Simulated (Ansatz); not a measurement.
Reaction (cleavage of the Si–Ge bond): `B[CH2][GeH2][SiH3]` + `[SH][SnH3]` → `[SiH3][S][SnH3]` + `B[CH2][GeH3]`

Calculated with Ansatz (gas phase, PBE0-D4/def2-TZVP geometries, no zero-point term in ΔE). CCSD(T)/CBS is the MP2 limit (def2-TZVPP, def2-QZVPP) plus CCSD(T) − MP2 in def2-TZVPP, frozen cores. DFT in def2-TZVPP. B3LYP here is the variant with VWN-RPA as its local correlation; programs differ in this. Elements past krypton have def2 core potentials. For Ge, Sn outer-core shells are correlated without core-valence functions, which leaves a few kJ/mol of doubt a bond. Scalar relativity is left out up to krypton. Each species was taken in one conformer, which may not be the lowest.

`B[CH2][GeH2][SiH3]`:

Cartesian coordinates in Å:
```
B 0.778 1.258 -0.773
C 0.888 -0.052 -1.532
Ge -0.482 -0.961 -0.354
Si -0.705 -0.044 1.842
H 1.486 1.474 0.172
H -0.087 2.046 -1.035
H 0.469 -0.121 -2.535
H 1.797 -0.641 -1.425
H -0.022 -2.423 -0.217
H -1.834 -0.915 -1.084
H 0.579 -0.170 2.579
H -1.746 -0.830 2.558
H -1.120 1.380 1.804
```

`[SH][SnH3]`:

Z-matrix (Å, degrees):
```
Sn
S 1 2.406
H 1 1.706 2 109.4
H 1 1.701 2 104.7 3 119.6
H 1 1.706 2 109.5 3 -120.9
H 2 1.343 1 93.9 3 59.9
```

`[SiH3][S][SnH3]`:

```xyz
9

Si    1.303    0.190    1.098
S     1.082    0.394   -1.009
Sn   -1.253   -0.167   -1.183
H     0.405    1.122    1.830
H     2.717    0.508    1.414
H     0.990   -1.194    1.545
H    -1.612   -0.052   -2.842
H    -2.152    0.949   -0.260
H    -1.479   -1.750   -0.593
```

`B[CH2][GeH3]`:

Z-matrix (Å, degrees):
```
C
Ge 1 1.994
B 1 1.526 2 102.4
H 1 1.092 2 103.8 3 -121.8
H 1 1.092 2 104.0 3 121.9
H 2 1.537 1 107.1 3 -177.4
H 2 1.536 1 110.6 3 63.4
H 2 1.536 1 110.9 3 -58.2
H 3 1.199 1 120.6 2 88.2
H 3 1.199 1 120.6 2 -86.8
```

| level | ΔE (kJ/mol) | difference from CCSD(T)/CBS |
| --- | --- | --- |
| PBE0-D4 | -39.7 | 7.8 |
| r2SCAN | -43.3 | 4.2 |
| PBE0 | -40.1 | 7.4 |
| B3LYP | -44.8 | 2.7 |
| MP2/def2-TZVPP | -51.0 | -3.5 |
| HF/def2-QZVPP | -64.1 | -16.6 |
| MP2/def2-QZVPP | -53.5 | -6.0 |
| SCS-MP2/def2-QZVPP | -55.2 | -7.7 |
| MP2/CBS(def2) | -54.7 | -7.2 |
| CCSD/CBS(def2) | -49.1 | -1.6 |
| CCSD(T)/CBS | -47.5 | 0 |

Largest T1 diagnostic among the species: 0.013.

From PBE to PBE0 (25 % exact exchange), in def2-TZVPP and without D4, ΔE moves by −4.9 kJ/mol. In def2-TZVPP, CCSD(T) changes the Hartree–Fock value by +19.2 kJ/mol (the triples alone add +1.6 kJ/mol) and MP2 by +12.0 kJ/mol.
